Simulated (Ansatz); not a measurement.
Gas-phase electronic energies from Ansatz, PBE0-D4/def2-TZVP geometries. CBS: MP2 limit from def2 TZ/QZ plus the TZ coupled-cluster correction, frozen cores. Functionals use def2-TZVPP. B3LYP here is the variant with VWN-RPA as its local correlation; programs differ in this. For Ge outer-core shells are correlated without core-valence functions, which leaves a few kJ/mol of doubt a bond. Scalar relativity is left out up to krypton. One conformer a species, not always the lowest.

Reaction (cleavage of the Ge–B bond): `OC[B](Cl)[GeH3]` + `O[Si](F)(Cl)Cl` → `F[Si](Cl)(Cl)[O][GeH3]` + `OCBCl`

```csv
level,ΔE (kJ/mol),difference from CCSD(T)/CBS
B3LYP-D4,-61.4,-5.9
ωB97X-V,-60.7,-5.2
ωB97M-V,-58.4,-2.9
B2PLYP,-62.7,-7.2
r2SCAN,-53.8,1.7
PBE0,-48.2,7.3
B3LYP,-60.2,-4.7
HF/def2-TZVPP,-84.5,-29.0
MP2/def2-QZVPP,-61.1,-5.6
SCS-MP2/def2-QZVPP,-67.7,-12.2
CCSD(T)/CBS,-55.5,0
```

Largest T1 diagnostic among the species: 0.012.

From PBE to PBE0 (25 % exact exchange), in def2-TZVPP and without D4, ΔE moves by −5.3 kJ/mol. In def2-TZVPP, CCSD(T) changes the Hartree–Fock value by +26.3 kJ/mol (the triples alone add +2.4 kJ/mol) and MP2 by +23.0 kJ/mol.
